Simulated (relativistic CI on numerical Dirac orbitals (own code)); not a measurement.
**Calculated levels, Dy XLIV**

Method of calculation: Dirac-Coulomb-Breit CI, KLI orbitals optimised for each configuration, model QED, unscaled Slater integrals (own radial code, finite nucleus).

CI space (outside the closed core [Ne]): 3s2.3p6.3d5, 3s2.3p5.3d6, 3s2.3p4.3d7, 3s.3p6.3d6, 3p6.3d7, 3s.3p5.3d7, 3s2.3p6.3d4.4s, 3s2.3p6.3d4.4p, 3s2.3p4.3d6.4s, 3s2.3p5.3d5.4s, 3s2.3p6.3d4.4f, 3p6.3d6.4s, 3s2.3p6.3d3.4s2, 3s2.3p6.3d4.5s, 3p6.3d5.4s2. Levels of other configurations are missing.

The lowest level is 3s2.3p6.3d5 4P_5/2, with 29 % of that term; Hund's rules for 3s2.3p6.3d5 give 6S with J = 5/2, of which the calculation keeps J, while another term leads.

```tsv
No.	Configuration	Term	J	E (eV)	%	Landé g	Lifetime (s)
1	3s2.3p6.3d5	4P	5/2	0.000	29	1.367	
2	3s2.3p6.3d5	6S	5/2	30.380	38	1.328	1.86e-06
3	3s2.3p6.3d5	4G	7/2	41.271	35	1.154	3.54e-06
4	3s2.3p6.3d5	4D	3/2	42.335	39	1.196	1.35e-06
5	3s2.3p6.3d5	2H	11/2	42.868	41	1.115	
6	3s2.3p6.3d5	4G	9/2	47.098	34	1.138	6.43e-04
7	3s2.3p6.3d5	4D	5/2	49.559	33	1.142	2.01e-05
8	3s2.3p6.3d5	4P	1/2	51.400	49	1.852	9.50e-05
9	3s2.3p6.3d5	2F	7/2	54.254	38	1.090	3.32e-05
10	3s2.3p6.3d5	2D	3/2	66.162	57	0.796	9.80e-06
11	3s2.3p6.3d5	2D	5/2	70.836	29	1.265	7.58e-07
12	3s2.3p6.3d5	4D	7/2	77.976	52	1.211	1.46e-06
13	3s2.3p6.3d5	2I	11/2	78.937	51	1.081	2.12e-06
14	3s2.3p6.3d5	4G	9/2	80.619	57	1.142	2.16e-06
15	3s2.3p6.3d5	4D	1/2	83.568	77	0.505	1.18e-06
16	3s2.3p6.3d5	2I	13/2	83.684	100	1.068	1.07e-05
17	3s2.3p6.3d5	4P	3/2	84.469	52	1.175	7.45e-07
18	3s2.3p6.3d5	2F	5/2	86.294	41	1.021	1.39e-06
19	3s2.3p6.3d5	2H	9/2	90.876	53	1.099	1.10e-06
20	3s2.3p6.3d5	2G	7/2	93.330	61	0.983	3.84e-06
21	3s2.3p6.3d5	4F	5/2	94.541	62	1.042	1.07e-06
22	3s2.3p6.3d5	2D	3/2	96.252	87	0.831	2.75e-06
23	3s2.3p6.3d5	2G	7/2	100.323	44	1.038	1.89e-06
24	3s2.3p6.3d5	4P	1/2	100.437	36	1.791	1.24e-06
25	3s2.3p6.3d5	2G	9/2	108.026	75	1.104	3.16e-06
26	3s2.3p6.3d5	4P	5/2	117.209	33	1.249	4.80e-07
27	3s2.3p6.3d5	2P	3/2	121.957	72	1.177	2.94e-06
28	3s2.3p6.3d5	2D	5/2	123.717	67	1.132	1.25e-06
29	3s2.3p6.3d5	4F	7/2	125.523	30	1.184	6.70e-07
30	3s2.3p6.3d5	2H	11/2	127.384	57	1.065	8.24e-07
31	3s2.3p6.3d5	2D	3/2	128.505	30	0.951	5.27e-07
32	3s2.3p6.3d5	2G	9/2	134.299	61	1.110	9.59e-07
33	3s2.3p6.3d5	2D	5/2	138.148	66	1.110	8.67e-07
34	3s2.3p6.3d5	2G	7/2	141.076	58	0.995	9.40e-07
35	3s2.3p6.3d5	2P	1/2	149.161	60	1.154	8.79e-07
36	3s2.3p6.3d5	2D	3/2	161.884	74	0.877	6.37e-07
37	3s2.3p6.3d5	2D	5/2	173.222	45	1.145	3.69e-07
38	3s2.3p5.3d6	6F°	11/2	300.169	47	1.320	1.10e-10
39	3s2.3p5.3d6	4P°	5/2	307.264	33	1.317	8.34e-11
40	3s2.3p5.3d6	4F°	9/2	308.682	42	1.304	1.28e-10
41	3s2.3p5.3d6	4D°	7/2	312.227	46	1.325	1.21e-11
42	3s2.3p5.3d6	2P°	1/2	316.704	37	1.269	1.23e-10
43	3s2.3p5.3d6	2P°	3/2	331.317	38	1.398	1.13e-10
44	3s2.3p5.3d6	4D°	7/2	332.187	29	1.202	2.24e-12
45	3s2.3p5.3d6	6F°	9/2	336.100	55	1.381	5.16e-11
46	3s2.3p5.3d6	6F°	11/2	338.637	38	1.229	5.49e-11
47	3s2.3p5.3d6	4H°	13/2	342.711	74	1.187	3.40e-11
48	3s2.3p5.3d6	4P°	5/2	343.139	16	1.316	3.93e-12
49	3s2.3p5.3d6	4F°	7/2	344.776	39	1.357	7.21e-12
50	3s2.3p5.3d6	2D°	3/2	345.127	24	1.152	1.10e-11
51	3s2.3p5.3d6	4P°	5/2	347.360	25	1.361	1.08e-12
52	3s2.3p5.3d6	6P°	3/2	347.387	20	1.555	1.00e-12
53	3s2.3p5.3d6	4H°	9/2	349.496	22	1.162	6.50e-12
54	3s2.3p5.3d6	4P°	1/2	350.095	28	1.657	4.47e-11
55	3s2.3p5.3d6	2F°	7/2	350.198	38	1.154	1.05e-11
56	3s2.3p5.3d6	4I°	15/2	350.653	76	1.160	1.12e-10
57	3s2.3p5.3d6	4D°	3/2	355.937	27	1.196	5.71e-12
58	3s2.3p5.3d6	2G°	9/2	356.267	30	1.123	1.55e-11
59	3s2.3p5.3d6	4G°	11/2	357.539	32	1.129	5.04e-12
60	3s2.3p5.3d6	2I°	13/2	358.144	46	1.124	6.10e-12
61	3s2.3p5.3d6	4D°	7/2	358.847	34	1.207	2.23e-11
62	3s2.3p5.3d6	4D°	5/2	360.500	27	1.213	5.37e-12
63	3s2.3p5.3d6	2G°	9/2	367.130	40	1.144	9.80e-12
64	3s2.3p5.3d6	4D°	5/2	367.265	24	1.106	2.54e-12
65	3s2.3p5.3d6	2D°	3/2	369.646	35	1.086	7.69e-12
66	3s2.3p5.3d6	2G°	7/2	371.176	31	1.116	1.33e-11
67	3s2.3p5.3d6	2F°	5/2	372.566	28	1.160	2.16e-12
68	3s2.3p5.3d6	2H°	11/2	372.845	55	1.116	5.31e-11
69	3s2.3p5.3d6	2G°	7/2	374.199	23	1.048	1.99e-12
70	3s2.3p5.3d6	2D°	3/2	375.460	31	1.172	2.43e-12
```

Energies count from the lowest computed level; ° marks odd parity; lifetimes are radiative, by E1, M1, E2, M2 decay to levels of this space only; some are left blank where a channel outside the calculation adds to the decay or the decay crosses a small, uncertain gap.

The mean weight of the leading LS term, summed over parents, in these 70 levels is 44 %, and that of the leading jj configuration (from the same eigenvectors) 90 %, so jj coupling describes them better and the LS labels are nominal.

At this charge energies of transitions that change n are usually good to better than 1 %, and those within a shell (Δn = 0) to a few per cent.

LS names give the leading component of a level, which can be under half, so a name can repeat, a term be missing and a line seem to break the LS rules.
